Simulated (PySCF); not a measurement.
## Level sweep

C₃H₈SSi.
Atom-mapped SMILES: `[SH:1][SiH:2]1[CH2:3][CH2:4][CH2:5]1` (hydrogens: H6 on S1; H7 on Si2; H8, H9 on C3; H10, H11 on C4; H12, H13 on C5)

PySCF, dipoles from the SCF density, polarisabilities from static response with core orbitals frozen. One conformer (not necessarily the lowest) at the PBE0-D3(BJ)/def2-SVP geometry, without solvent, vibrations or thermal averaging.

Q: Compare the levels for these properties.

A: 

```csv
level,μ (D),α (Å³),anisotropy (Å³)
LDA/def2-SVPD,1.246,12.99,4.64
PBE/def2-SVPD,1.221,12.82,4.60
B3LYP/def2-SVPD,1.201,12.46,4.30
PBE0/def2-SVPD,1.252,12.33,4.26
BHandHLYP/def2-SVPD,1.230,12.00,3.97
CAM-B3LYP/def2-SVPD,1.230,12.21,4.06
wB97X-D/def2-SVPD,1.288,12.17,4.04
LC-wPBE/def2-SVPD,1.305,11.85,3.85
HF/def2-SVPD,1.292,11.55,3.57
PBE0/6-31G*,1.551,10.16,4.23
PBE0/6-31+G*,1.429,11.43,4.27
PBE0/def2-SVP,1.157,10.33,4.07
PBE0/aug-cc-pVDZ,1.246,12.53,4.38
PBE0/def2-TZVP,1.150,11.70,4.36
PBE0/def2-TZVPD,1.160,12.52,4.34
```

The anisotropy is √(½[(α1 − α2)² + (α2 − α3)² + (α3 − α1)²]). The dipole runs from 1.15 D (PBE0/def2-TZVP) to 1.55 D (PBE0/6-31G*). No reference polarisability is at hand; against PBE0 in the largest diffuse basis at hand (def2-TZVPD) the other PBE0 rows deviate by 6-31G* -19%, 6-31+G* -9%, def2-SVP -18%, def2-SVPD -2%, aug-cc-pVDZ 0%, def2-TZVP -7%. In one basis (def2-SVPD) the functionals order the polarisability from HF (lowest) to LDA (highest), a spread of 12%. With PBE0 the polarisability is 10.73 Å³ without diffuse functions (mean of 6-31G*, def2-SVP and def2-TZVP) and 12.21 Å³ with them (mean of 6-31+G*, def2-SVPD, aug-cc-pVDZ and def2-TZVPD).

Without π bonds the low states are Rydberg-like; a valence basis with one diffuse set may place them up to an eV too high.
